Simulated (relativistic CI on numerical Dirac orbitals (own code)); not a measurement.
# Cl XIV: what numerical and physical settings do to a radial Dirac CI calculation

Reference input:

```
atom Cl  Z=17  charge=13  electrons=4
nucleus A=35  rms_radius_fm=3.3654
hamiltonian dirac-coulomb  breit=on  qed=on  c_scale=1
orbitals kli  potential=per-configuration
slater_scale 1
correlation none
mixing on
grid step=0.0125 r_max=7.3
scf mixing=0.4 start=green max_iterations=150 tolerance=2e-08 node_fill=0.05
configurations
  [He] 2s2
  [He] 2s 2p
  [He] 2p2
end
```

Computed lowest total energy -336.71907 Ha, first excitation 215027.9 cm⁻¹, 25 SCF steps. Runs with settings changed; * marks those that are bad on purpose:

```tsv
Changed	Outcome	Lowest level	ΔE (Ha)	First excitation (cm⁻¹)	SCF steps	Message
node fill of the KLI weights 0.5, start potential thomas-fermi	converged	2s² ¹S0	0.00244	214649.8	24	
nuclear radius 3.7019 fm	converged	2s² ¹S0	9.88e-05	215026.8	25	
SCF tolerance 1e-06	converged	2s² ¹S0	1.04e-09	215027.9	21	
SCF mixing 1.3 *	converged	2s² ¹S0	-1.86e-10	215027.9	21	
iteration limit 1 *	not converged				1	SCF of 1s2 2s2 did not converge
```
